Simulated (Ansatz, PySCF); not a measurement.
System: BiF₃, charge 0, multiplicity 1. 
Geometry from a B3LYP-D3(BJ)/def2-TZVP (Ansatz, an electronic-structure program) optimisation:
```xyz
4

Bi     0.0004    -0.0017     0.2538
F     -1.3717    -1.0299    -0.7847
F     -0.2126     1.7093    -0.7687
F      1.5802    -0.6640    -0.7875
```

Total electronic energies in hartree. Cores are frozen in the correlated levels unless marked. No spin-orbit coupling. Frozen are the shells of the preceding noble gas and the d and f shells that filled before the atom's block. In def2 rows, elements after Kr have scalar-relativistic effective core potentials. CBS marks a two-point X^-3 extrapolation of the correlation energy; Hartree-Fock from the larger set. The bracket is a focal-point correction in the basis named.

```tsv
level	program	energy (Eh)
HF/def2-SVP	Ansatz	-511.66522
HF/def2-TZVPPD	Ansatz	-512.08273
BLYP-D3(BJ)/def2-TZVPD	Ansatz + dftd3	-514.37689
BLYP/def2-TZVPD	Ansatz	-514.37229
r2SCAN/def2-TZVPD	Ansatz	-514.38483
PBE0-D3(BJ)/def2-TZVPD	Ansatz + dftd3	-514.11537
PBE0-D4/def2-TZVP	Ansatz + dftd4	-514.11127
TPSSh/def2-TZVPD	PySCF	-514.32527
CAM-B3LYP-D4/def2-TZVPD	Ansatz + dftd4	-514.31374
B2PLYP/def2-TZVPD	Ansatz	-513.92612
RI-MP2/def2-TZVPP	Ansatz	-512.95977
CCSD(T)/def2-SVP	Ansatz	-512.33556
CCSD(T)/def2-TZVPPD	Ansatz	-512.99535
RI-MP2/CBS(def2-TZVPPD,def2-QZVPPD)+[CCSD(T)-MP2]/def2-SVPD	Ansatz	-513.1428
RI-MP2/CBS(def2-TZVPPD,def2-QZVPPD)+[CCSD(T)-MP2]/def2-TZVPPD	Ansatz	-513.1476
```

Totals of different functionals don't rank their quality; only differences between species are comparable.
